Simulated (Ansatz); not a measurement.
Ansatz (a quantum-chemistry and plane-wave program) input:

Ansatz 0.2 input:
```yaml
crystal:
  periodic: [false, false, false]
  atoms:
    - {symbol: Si, position_ang: [1.09370590, 0.52247649, -0.17295132]}
    - {symbol: C, position_ang: [-0.77909414, 0.10864712, -0.07763479]}
    - {symbol: F, position_ang: [1.65487780, -0.95661917, -0.85906071]}
    - {symbol: H, position_ang: [1.50762577, 0.15793564, 1.24711272]}
    - {symbol: H, position_ang: [-1.01722672, -0.89207305, 0.30651034]}
    - {symbol: H, position_ang: [-1.27576601, 0.83420071, 0.57586591]}
    - {symbol: H, position_ang: [-1.25491559, 0.19492259, -1.05996988]}
basis:
  gaussian:
    orbitals: def2-TZVP
hamiltonian:
  xc: b3lyp
  dispersion: d3bj
total_charge: -1
relax: {f_tol: 0.002, max_steps: 150}
```

**Question.** Which total energy does the run end on?

**Answer.** -430.00720 Eh (B3LYP-D3(BJ)/def2-TZVP). The basis has 123 functions. The run takes around 28 core-seconds (rough).

It need not be the lowest isomer of its formula. Whether it binds its extra electron was not tested at this geometry.
